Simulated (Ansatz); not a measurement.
Process, species as SMILES: ClC1(Cl)C[SiH2]C1 + 5 C (CH4) + [SiH4] (SiH4) → 2 CC (C2H6) + 2 CCl (CH3Cl) [chloromethane] + 2 C[SiH3] [methylsilane]
Each molecule is optimised on its own at B3LYP-D3(BJ)/def2-TZVP (Ansatz, a program for electronic structure), one conformer each, not searched for the lowest.

Quantity: bond separation energy (electronic energy difference), in kJ/mol. Correlated levels leave the core frozen unless marked. No spin-orbit coupling. Non-relativistic. CBS(X,Y): correlation extrapolated as X^-3; Hartree-Fock from the larger set. The bracket is a focal-point correction in the basis named.

Level to compare with: RI-MP2/CBS(cc-pV(T+d)Z,cc-pV(Q+d)Z)+[CCSD(T)-MP2]/cc-pV(T+d)Z (Ansatz), -52.3 kJ/mol. It is a level with limits of its own, and the differences hold the functionals' basis error too.

Rank these functionals by how close they come to RI-MP2/CBS(cc-pV(T+d)Z,cc-pV(Q+d)Z)+[CCSD(T)-MP2]/cc-pV(T+d)Z, closest first: revPBE/def2-TZVPD (Ansatz); CAM-B3LYP/def2-TZVPD (Ansatz); r2SCAN0/def2-TZVPD (Ansatz).

revPBE/def2-TZVPD (GGA, -58.5 kJ/mol, difference -6.2), r2SCAN0/def2-TZVPD (hybrid meta-GGA, -64.0 kJ/mol, difference -11.7), CAM-B3LYP/def2-TZVPD (range-separated hybrid, -75.1 kJ/mol, difference -22.8)
